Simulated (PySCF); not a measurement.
Cost of excited-state runs on `CCO[Si@@H](N)OC`, C3H11NO2Si

Molfile (atoms numbered from 1):
```
C3H11NO2Si
     RDKit          3D

 18 17  0  0  0  0  0  0  0  0999 V2000
    2.5171   -0.4952   -0.4539 C   0  0  0  0  0  0  0  0  0  0  0  0
    1.5530   -0.4192    0.7223 C   0  0  0  0  0  0  0  0  0  0  0  0
    0.2219   -0.4698    0.2958 O   0  0  0  0  0  0  0  0  0  0  0  0
   -0.7433    0.7373   -0.1973 Si  0  0  1  0  0  4  0  0  0  0  0  0
   -0.0772    1.6626   -1.4906 N   0  0  0  0  0  0  0  0  0  0  0  0
   -2.0461    0.0868   -0.8997 O   0  0  0  0  0  0  0  0  0  0  0  0
   -2.8204   -0.9678   -0.4171 C   0  0  0  0  0  0  0  0  0  0  0  0
    3.5437   -0.4473   -0.1005 H   0  0  0  0  0  0  0  0  0  0  0  0
    2.3671   -1.4267   -0.9932 H   0  0  0  0  0  0  0  0  0  0  0  0
    2.3263    0.3299   -1.1343 H   0  0  0  0  0  0  0  0  0  0  0  0
    1.7305    0.5017    1.2912 H   0  0  0  0  0  0  0  0  0  0  0  0
    1.7044   -1.2744    1.3913 H   0  0  0  0  0  0  0  0  0  0  0  0
   -1.1130    1.5194    0.9923 H   0  0  0  0  0  0  0  0  0  0  0  0
    0.6590    2.3136   -1.2738 H   0  0  0  0  0  0  0  0  0  0  0  0
   -0.7345    2.0928   -2.1199 H   0  0  0  0  0  0  0  0  0  0  0  0
   -2.1928   -1.8064   -0.1113 H   0  0  0  0  0  0  0  0  0  0  0  0
   -3.4157   -0.6444    0.4409 H   0  0  0  0  0  0  0  0  0  0  0  0
   -3.4888   -1.2866   -1.2186 H   0  0  0  0  0  0  0  0  0  0  0  0
  1  2  1  0
  2  3  1  0
  3  4  1  0
  4  5  1  0
  4  6  1  0
  6  7  1  0
  1  8  1  0
  1  9  1  0
  1 10  1  0
  2 11  1  0
  2 12  1  0
  4 13  1  1
  5 14  1  0
  5 15  1  0
  7 16  1  0
  7 17  1  0
  7 18  1  0
M  END
```

PySCF with density fitting, on 1 thread of an Arm Neoverse N1, shared host. Command: `OMP_NUM_THREADS=1 python excited_run.py task.json out`

(1) How long does each of these runs take, and how much memory?
- magnetisability and related constants, B3LYP/pcSseg-1; isotopologues; writes grids
- magnetisability and related constants, wB97X/def2-SVP; IEF-PCM acetonitrile

Results:

(1) 
```tsv
run	level	basis functions	wall time	peak memory (GiB)
magnetisability and related constants	B3LYP/pcSseg-1	181	65 s	0.8
magnetisability and related constants	wB97X/def2-SVP	157	60 s	0.91
```
Times from a shared host are rough.
